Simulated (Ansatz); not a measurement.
SbH₂I, 4 atoms. Hardware: 4 threads of Arm Neoverse V2 on a shared host.

In the def2 sets I, Sb take a core potential; there is no spin–orbit coupling. Correlated methods freeze 8 core orbitals; core or outer-core shells of Sb, I are correlated, in sets that lack core-valence functions. In CCSD on the charge 1 doublet the largest single amplitude is 0.18, so its Hartree–Fock determinant may place the open shell otherwise than the density functionals do.

(1) How many basis functions does each of these Ansatz runs have, and roughly what does it cost? PBE-D4/def2-TZVP, charge 0 triplet at the geometry of the charge 0 singlet, energy, from earlier orbitals; PBE0-D4/def2-TZVP, charge 1 doublet at the geometry of the charge 0 singlet, energy; r2SCAN-D4/def2-TZVP, charge 0 singlet, relaxation, 5 steps; CCSD(T)/def2-TZVPP, charge 1 doublet at the geometry of the charge 0 singlet, energy, from earlier orbitals; PBE-D4/def2-SVP, charge 0 singlet, energy, from earlier orbitals; CAM-B3LYP-D4/def2-TZVP, charge 0 singlet, energy, from earlier orbitals; PBE-QIDH/def2-TZVP, charge 0 singlet, energy, from earlier orbitals; r2SCAN-D4/def2-TZVP, charge 1 doublet, relaxation, 6 steps; PBE-D4/def2-TZVP, charge 0 singlet, energy, from earlier orbitals; PBE-D4/def2-TZVP, charge 1 doublet at the geometry of the charge 0 singlet, energy, from earlier orbitals; r2SCAN-D4/def2-TZVP, charge 1 doublet at the geometry of the charge 0 singlet, energy, from earlier orbitals; CCSD(T)/def2-TZVPP, charge 0 singlet, energy, from earlier orbitals.

## Answers

(1) Other jobs shared the machine, so times can vary by a factor of up to 3. A dash marks memory too small to be measured apart from the calling script's.

```csv
run,functions,fitting or Cholesky vectors,wall time,peak host memory (GiB)
"PBE-D4/def2-SVP, charge 0 singlet, energy, from earlier orbitals",62,748,0.35 s,–
"PBE-D4/def2-TZVP, charge 0 singlet, energy, from earlier orbitals",112,838,0.5 s,–
"CAM-B3LYP-D4/def2-TZVP, charge 0 singlet, energy, from earlier orbitals",112,935,0.8 s,–
"PBE-D4/def2-TZVP, charge 0 triplet at the geometry of the charge 0 singlet, energy, from earlier orbitals",112,838,1 s,–
"PBE-D4/def2-TZVP, charge 1 doublet at the geometry of the charge 0 singlet, energy, from earlier orbitals",112,838,1.1 s,–
"PBE-QIDH/def2-TZVP, charge 0 singlet, energy, from earlier orbitals",112,1047,1.4 s,–
"PBE0-D4/def2-TZVP, charge 1 doublet at the geometry of the charge 0 singlet, energy",112,947,1.8 s,–
"r2SCAN-D4/def2-TZVP, charge 1 doublet at the geometry of the charge 0 singlet, energy, from earlier orbitals",112,838,2.5 s,–
"r2SCAN-D4/def2-TZVP, charge 0 singlet, relaxation, 5 steps",112,838,4.3 s,–
"CCSD(T)/def2-TZVPP, charge 0 singlet, energy, from earlier orbitals",128,1089,4.5 s,0.63
"r2SCAN-D4/def2-TZVP, charge 1 doublet, relaxation, 6 steps",112,838,8.5 s,–
"CCSD(T)/def2-TZVPP, charge 1 doublet at the geometry of the charge 0 singlet, energy, from earlier orbitals",128,1089,18 s,1.3
```
